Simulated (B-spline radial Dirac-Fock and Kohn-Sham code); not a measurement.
## Dipole and non-dipole photoemission parameters of S²⁺ 3s

System: the S²⁺ ion, [Ne] 3s2 3p2; threshold 43.74 eV (orbital energy of the model). These are calculated numbers from a radial finite-basis atomic code; the model is Dirac-Hartree-Slater photoionisation with a Latter tail; cross sections with all multipoles, angular parameters from the dipole term and its interference with E2.

```
hν (eV)   σ (kb)      β       γ
   57.7      480  2.000   0.152
   62.5      455  2.000   0.156
   70.3      421  2.000   0.165
   85.9        ?      ?       ?
   97.7      290  2.000   0.132
    111      249  2.000   0.116
    184      116  2.000   0.023
    200      101  2.000   0.010
    215     89.7  2.000   0.000
    346     39.6  2.000  -0.035
    413     28.8  2.000  -0.031
    583     15.3  2.000   0.007
    600     14.5  2.000   0.012
    686     11.2  2.000   0.039
    796     8.42  2.000   0.078
    800     8.34  2.000   0.079
   1000     5.32  2.000   0.155
   1300     3.06  2.000   0.271
   1410     2.56  2.000   0.312
   1500     2.23  2.000   0.344
   1590     1.96  2.000   0.376
   1840     1.41  2.000   0.459
   2000     1.17  2.000   0.510
   3860    0.240  2.000   1.000
   4000    0.219  2.000   1.032
   5110    0.117  2.000   1.264
 9251.7   0.0236  2.000   1.929
  13700  0.00778  1.999   2.471
  15000  0.00599  1.999   2.611
```

Q: Give the values at 85.9 eV.

A: σ = 335 kb, β = 2.000, γ = 0.146. For an s subshell δ is negligible.
